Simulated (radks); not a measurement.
Task: All-electron atom: the iodine ion I23+ in [Ar] 3d10 4s2. All-electron calculation, Dirac Kohn-Sham, PBE, spin-unpolarised, spherical densities, finite nucleus; Fermi nuclear charge, rms radius 4.75 fm. Program: a radial shooting solver on a logarithmic mesh with Libxc functionals.

Spin-orbit splittings of the eigenvalues, e(l+1/2) - e(l-1/2), with zeta = 2 splitting/(2l+1) and mean radii in bohr:

| shell | occ. | splitting (eV) | zeta (eV) | <r> j=l-1/2 | <r> j=l+1/2 |
|---|---|---|---|---|---|
| 2p | 6 | 299.9 | 199.9 | 0.09828 | 0.1039 |
| 3p | 6 | ? | ? | 0.2989 | 0.3098 |
| 3d | 10 | 12.52 | 5.008 | 0.2789 | 0.2823 |

Estimate the 3p splitting.

Result: 58.36 eV (zeta = 38.90 eV).
